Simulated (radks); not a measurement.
Spin polarisation of the 5p3 shell in the tellurium ion Te+. Start: [Kr] 4d10 5s2 5p(up 1.5, down 1.5); electrons of 5p are moved from spin down to spin up, other shells keep equal spins. Calculated with a radial shooting solver on a logarithmic mesh with Libxc functionals: scalar-relativistic Kohn-Sham, PBE, spin-polarised, spherical densities, point nucleus.

moment (Bohr magnetons)	E - E(0) (eV)	e(5p up) (eV)	e(5p down) (eV)	5s down minus up (eV)
0	0.000	-13.683	-13.683	0.000
0.75	-0.106	-13.947	-13.381	0.539
1.5	-0.426	-14.176	-13.037	1.084
2.25	-0.961	-14.370	-12.653	1.636
3	-1.714	-14.531	-12.230	2.189

At moment 3 the spin-polarisation energy is -1.714 eV and the 5p exchange splitting 2.301 eV, that is 0.767 eV per Bohr magneton; E = -I m^2/4 would give I = 0.762 eV.
